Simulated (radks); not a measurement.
Question: Species: Rh27+. Configuration: [Ar] (the NIST ground configuration). Method: scalar-relativistic Kohn-Sham, PBEsol, spin-polarised, spherical densities, finite nucleus; Fermi nuclear charge, rms radius 4.4945 fm; computed with a radial shooting solver on a logarithmic mesh with Libxc functionals. Some entries of the table are withheld. Estimate them.

orbital,occ.,eigenvalue (hartree),<r> (bohr),r(max) (bohr)
1s,2,-892.5049,0.03265,0.02119
2s,2,(1),0.1407,0.1194
2p,6,-155.9343,0.1225,(2)
3s,2,-60.04965,0.3535,(3)
3p,6,-56.04706,0.3448,(4)

Answer: 
(1) 2s eigenvalue (hartree): -168.3488
(2) 2p r(max) (bohr): 0.09547
(3) 3s r(max) (bohr): 0.3307
(4) 3p r(max) (bohr): 0.3195
